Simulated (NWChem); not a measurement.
System: CH5InO3; SMILES C[O][In]([OH])[OH]

The following NWChem deck was run.

```
start job
memory heap 200 mb stack 900 mb global 1100 mb
geometry units angstroms
  In     0.041550     0.208796     0.110757
  O      1.120187     1.820215     0.014493
  H      1.705977     1.801166    -0.741702
  O     -1.229536     0.006943     1.568609
  H     -1.187427     0.784390     2.125848
  O      0.279019    -1.198807    -1.279847
  C     -0.494113    -2.371583    -1.257723
  H     -1.558072    -2.167681    -1.411064
  H     -0.128437    -2.982649    -2.088887
  H     -0.370472    -2.933995    -0.327438
end
basis spherical
  * library def2-svp
end
ecp
  In library def2-ecp
end
dft
  xc xpbe96 cpbe96
  disp vdw 4
  iterations 150
end
driver
  maxiter 120
end
task dft optimize
```

Output (shortened):

```
             Northwest Computational Chemistry Package (NWChem) 7.3.0
             --------------------------------------------------------

 C1  symmetry detected

                             Geometry "geometry" -> ""
                             -------------------------

 Output coordinates in angstroms (scale by  1.889725989 to convert to a.u.)

  No.       Tag          Charge          X              Y              Z
 ---- ---------------- ---------- -------------- -------------- --------------
    1 In                  49.0000     0.00561278     0.30027843    -0.00064642
    2 O                    8.0000     1.19184381     1.83724005    -0.00146153
    3 H                    1.0000     2.10971509     1.56732188    -0.00106165
    4 O                    8.0000    -1.91742432     0.58949890     0.00341961
    5 H                    1.0000    -2.08875736     1.53149409     0.00188004
    6 O                    8.0000     0.79378382    -1.53006906     0.01082926
    7 C                    6.0000    -0.02844875    -2.66903615    -0.00688149
    8 H                    1.0000    -0.60756327    -2.74586516    -0.93198793
    9 H                    1.0000     0.65060592    -3.52507868     0.05660180
   10 H                    1.0000    -0.71396066    -2.70065732     0.84523239

 Effective nuclear repulsion energy (a.u.)     511.1759776216

                                Z-matrix (autoz)
                                --------

 Units are Angstrom for bonds and degrees for angles

[...]

      ----------------------
      Optimization converged
      ----------------------

  Step       Energy      Delta E   Gmax     Grms     Xrms     Xmax
  ---- ---------------- -------- -------- -------- -------- --------
@   12    -456.43959167 -5.8D-08  0.00005  0.00002  0.00027  0.00065
                                     ok       ok       ok       ok

                                Z-matrix (autoz)
                                --------

 Units are Angstrom for bonds and degrees for angles

      Type          Name      I     J     K     L     M      Value     Gradient
      ----------- --------  ----- ----- ----- ----- ----- ---------- ----------
    1 Stretch                  1     2                       2.01996    0.00001
    2 Stretch                  1     4                       2.01931   -0.00002
    3 Stretch                  1     6                       2.02302    0.00005
    4 Stretch                  2     3                       0.97816   -0.00002
    5 Stretch                  4     5                       0.97830   -0.00004
    6 Stretch                  6     7                       1.41370    0.00005
    7 Stretch                  7     8                       1.11638   -0.00000
    8 Stretch                  7     9                       1.11370    0.00001
    9 Stretch                  7    10                       1.11623   -0.00000
   10 Bend                     1     2     3               107.81867    0.00000
   11 Bend                     1     4     5               107.50785    0.00000
   12 Bend                     1     6     7               121.04217    0.00002
   13 Bend                     2     1     4               120.46765    0.00001
   14 Bend                     2     1     6               117.65187   -0.00001
   15 Bend                     4     1     6               121.87972    0.00000
   16 Bend                     6     7     8               113.59117   -0.00001
   17 Bend                     6     7     9               107.87081   -0.00000
   18 Bend                     6     7    10               113.79368   -0.00000
   19 Bend                     8     7     9               106.96599    0.00000
   20 Bend                     8     7    10               107.26168    0.00001
   21 Bend                     9     7    10               106.95728    0.00000
   22 Torsion                  1     6     7     8          64.01327    0.00001
   23 Torsion                  1     6     7     9        -177.60365    0.00001
   24 Torsion                  1     6     7    10         -59.10906    0.00001
   25 Torsion                  2     1     4     5           0.01287    0.00000
   26 Torsion                  2     1     6     7        -179.30067    0.00000
   27 Torsion                  3     2     1     4         179.91901    0.00000
   28 Torsion                  3     2     1     6           0.22974    0.00000
   29 Torsion                  4     1     6     7           1.01473    0.00000
   30 Torsion                  5     4     1     6         179.68874   -0.00000

                         Geometry "geometry" -> "geometry"
                         ---------------------------------

 Output coordinates in angstroms (scale by  1.889725989 to convert to a.u.)

[...]
```

Level: PBE-D3(BJ)/def2-SVP with def2 effective core potentials on In. Not confirmed as a minimum by frequencies. def2 effective core potentials on In; no spin-orbit coupling.
